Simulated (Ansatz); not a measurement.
System: C5H12O (charge 0, singlet). 
Coordinates optimised at B3LYP-D3(BJ)/def2-TZVP (Ansatz, a program for electronic structure):
```xyz
18

C      2.5438    -0.0219    -0.3328
C      1.2136     0.7222    -0.3823
C      0.0052    -0.1732    -0.1172
C     -1.3175     0.5739    -0.2744
C     -2.5429    -0.3200    -0.1161
O      0.0968    -0.8038     1.1652
H      2.5860    -0.7948    -1.1039
H      2.6805    -0.5108     0.6318
H      3.3824     0.6574    -0.4950
H      1.0867     1.1967    -1.3600
H      1.2105     1.5358     0.3538
H      0.0242    -1.0106    -0.8224
H     -1.3469     1.3859     0.4628
H     -1.3302     1.0550    -1.2570
H     -2.5393    -0.8167     0.8542
H     -3.4657     0.2560    -0.2032
H     -2.5598    -1.0964    -0.8846
H      0.0850    -0.1129     1.8386
```

Total electronic energies in hartree. Cores are frozen in the correlated levels unless marked. No spin-orbit coupling. No relativistic terms. CBS marks a two-point X^-3 extrapolation of the correlation energy; Hartree-Fock from the larger set. [CCSD(T)-MP2]/basis is that difference in the basis named.

```
level                                                     program  energy (Eh)
-------------------------------------------------  --------------  -----------
HF/STO-3G                                                  Ansatz   -267.87350
HF/aug-cc-pVQZ                                             Ansatz   -271.30806
BLYP-D3(BJ)/def2-TZVPD                             Ansatz + dftd3   -272.97541
PBE0-D3(BJ)/def2-TZVP                              Ansatz + dftd3   -272.77148
PBE0-D4/def2-TZVP                                  Ansatz + dftd4   -272.77049
BHLYP-D3(BJ)/def2-TZVPD                            Ansatz + dftd3   -272.93679
r2SCAN0-D4/def2-TZVPD                              Ansatz + dftd4   -272.90215
r2SCAN0/def2-TZVPD                                         Ansatz   -272.89837
CAM-B3LYP/def2-TZVPD                                       Ansatz   -272.94688
LC-wPBE-D3(BJ)/def2-TZVPD                          Ansatz + dftd3   -272.94246
LC-wPBE-D4/def2-TZVPD                              Ansatz + dftd4   -272.94405
B2PLYP-D3(BJ)/def2-TZVPD                           Ansatz + dftd3   -272.84697
B2PLYP-D4/def2-TZVPD                               Ansatz + dftd4   -272.84577
PBE-QIDH/def2-TZVPD                                        Ansatz   -272.71969
MP2/6-31G                                                  Ansatz   -271.65375
RI-MP2/cc-pVTZ                                             Ansatz   -272.41629
RI-MP2/CBS(aug-cc-pVTZ,aug-cc-pVQZ)                        Ansatz    -272.5630
RI-MP2/CBS(cc-pVTZ,cc-pVQZ)                                Ansatz    -272.5616
SCS-MP2/cc-pVTZ                                            Ansatz   -272.41940
CCSD(T)/6-31G*                                             Ansatz   -272.11403
CCSD(T)/aug-cc-pVTZ                                        Ansatz   -272.54295
RI-MP2/CBS(cc-pVTZ,cc-pVQZ)+[CCSD(T)-MP2]/cc-pVTZ          Ansatz    -272.6657
CCSD(T)/CBS(cc-pVTZ,cc-pVQZ)                               Ansatz    -272.6520
```

Totals of different functionals don't rank their quality; only differences between species are comparable.
